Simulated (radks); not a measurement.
The numbers below are computed, except where a source is named.
Species: Cu3+. Configuration: [Ar] 3d7 6p1 (not the ground configuration). Level of theory: scalar-relativistic Kohn-Sham, BLYP, spin-polarised, spherical densities, point nucleus; open shells are filled with parallel spins first (a radial shooting solver on a logarithmic mesh with Libxc functionals).

X-ray form factor f0, the Fourier transform of the density (f0(0) = 26):

sin(theta)/lambda (1/angstrom),f0 (electrons)
0.05,25.067
0.1,24.205
0.15,23.358
0.2,22.108
0.25,20.771
0.3,19.332
0.4,16.393
0.5,13.770
0.6,11.627
0.8,8.747
1,7.194
1.25,6.107
1.5,5.306
2,3.862
